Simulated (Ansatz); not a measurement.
Born–Oppenheimer molecular dynamics of FH3O3Ti (8 atoms, charge 0, multiplicity 1). It starts from a relaxed structure.

Computed with Ansatz, RHF/def2-SVP.

| Item | Value |
| --- | --- |
| ensemble | NVE (velocity Verlet) |
| time step | 0.25 fs |
| steps asked | 150 |
| starting velocities drawn for | 700 K |
| seed | 188240 |

Frames 0.25 fs apart, positions in Å.

Velocities at 25 fs (Å/ps):

```
Ti -0.07 0.99 1.57
F -0.83 -1.37 -1.91
O -2.40 -2.15 -0.94
H -16.68 28.05 4.80
O 2.04 1.19 -3.81
H 9.42 9.90 17.30
O 1.66 -2.87 1.74
H 5.77 1.74 -12.85
```

```xyz
8
Properties=species:S:1:pos:R:3 time_fs=25 energy_less_start_eV=0.399 T=187
Ti -0.100 -0.079 0.114
F 0.016 0.079 1.846
O 1.501 -0.096 -0.592
H 1.982 -0.382 -1.288
O -0.749 1.350 -0.729
H -1.390 2.038 -0.582
O -0.975 -1.638 -0.184
H -0.436 -2.397 -0.299
8
Properties=species:S:1:pos:R:3 time_fs=25.25 energy_less_start_eV=0.417 T=163
Ti -0.100 -0.079 0.114
F 0.016 0.079 1.846
O 1.500 -0.096 -0.592
H 1.978 -0.375 -1.287
O -0.749 1.350 -0.730
H -1.388 2.040 -0.578
O -0.975 -1.639 -0.184
H -0.434 -2.397 -0.302
8
Properties=species:S:1:pos:R:3 time_fs=25.5 energy_less_start_eV=0.426 T=153
Ti -0.100 -0.079 0.114
F 0.016 0.078 1.845
O 1.499 -0.097 -0.592
H 1.976 -0.369 -1.289
O -0.749 1.351 -0.731
H -1.385 2.042 -0.574
O -0.975 -1.639 -0.184
H -0.433 -2.397 -0.305
8
Properties=species:S:1:pos:R:3 time_fs=25.75 energy_less_start_eV=0.422 T=158
Ti -0.100 -0.079 0.115
F 0.016 0.078 1.845
O 1.499 -0.097 -0.592
H 1.975 -0.364 -1.292
O -0.748 1.351 -0.731
H -1.382 2.044 -0.570
O -0.974 -1.640 -0.183
H -0.431 -2.398 -0.309
8
Properties=species:S:1:pos:R:3 time_fs=26 energy_less_start_eV=0.407 T=177
Ti -0.100 -0.078 0.115
F 0.015 0.077 1.845
O 1.498 -0.098 -0.592
H 1.976 -0.359 -1.298
O -0.748 1.351 -0.732
H -1.379 2.046 -0.566
O -0.974 -1.640 -0.183
H -0.430 -2.399 -0.312
8
Properties=species:S:1:pos:R:3 time_fs=26.25 energy_less_start_eV=0.385 T=205
Ti -0.100 -0.078 0.115
F 0.015 0.077 1.844
O 1.497 -0.098 -0.591
H 1.978 -0.355 -1.305
O -0.747 1.351 -0.733
H -1.376 2.047 -0.562
O -0.973 -1.641 -0.182
H -0.429 -2.400 -0.316
8
Properties=species:S:1:pos:R:3 time_fs=26.5 energy_less_start_eV=0.360 T=236
Ti -0.100 -0.078 0.116
F 0.015 0.077 1.844
O 1.496 -0.099 -0.591
H 1.981 -0.352 -1.314
O -0.747 1.352 -0.734
H -1.373 2.049 -0.558
O -0.973 -1.641 -0.182
H -0.428 -2.402 -0.319
8
Properties=species:S:1:pos:R:3 time_fs=26.75 energy_less_start_eV=0.338 T=264
Ti -0.100 -0.078 0.116
F 0.015 0.077 1.843
O 1.495 -0.099 -0.590
H 1.985 -0.349 -1.324
O -0.747 1.352 -0.735
H -1.369 2.049 -0.554
O -0.972 -1.642 -0.181
H -0.427 -2.404 -0.323
8
Properties=species:S:1:pos:R:3 time_fs=27 energy_less_start_eV=0.323 T=284
Ti -0.100 -0.077 0.116
F 0.015 0.076 1.843
O 1.494 -0.100 -0.590
H 1.989 -0.345 -1.335
O -0.747 1.352 -0.736
H -1.365 2.050 -0.550
O -0.971 -1.642 -0.181
H -0.426 -2.405 -0.326
8
Properties=species:S:1:pos:R:3 time_fs=27.25 energy_less_start_eV=0.316 T=292
Ti -0.100 -0.077 0.117
F 0.014 0.076 1.842
O 1.493 -0.100 -0.589
H 1.994 -0.343 -1.347
O -0.746 1.353 -0.736
H -1.361 2.051 -0.547
O -0.971 -1.643 -0.181
H -0.425 -2.408 -0.330
8
Properties=species:S:1:pos:R:3 time_fs=27.5 energy_less_start_eV=0.319 T=289
Ti -0.100 -0.077 0.117
F 0.014 0.076 1.842
O 1.492 -0.101 -0.589
H 1.999 -0.340 -1.358
O -0.746 1.353 -0.737
H -1.357 2.051 -0.544
O -0.970 -1.643 -0.180
H -0.425 -2.410 -0.333
8
Properties=species:S:1:pos:R:3 time_fs=27.75 energy_less_start_eV=0.330 T=275
Ti -0.100 -0.076 0.117
F 0.014 0.075 1.842
O 1.491 -0.101 -0.588
H 2.004 -0.336 -1.369
O -0.746 1.353 -0.738
H -1.353 2.051 -0.540
O -0.970 -1.643 -0.180
H -0.425 -2.412 -0.337
```

Of the whole run (38 fs, mean temperature of the second half 268 K): The conserved energy stayed within 0.17 meV per atom of its start (net change 0.14 meV per atom), so the integration is sound. A run of 0.037 ps of so small a system gives no equilibrium averages.

The run took 7.2 min on 1 thread of Arm Neoverse V1, with other jobs on the host, peak memory 0.21 GiB.
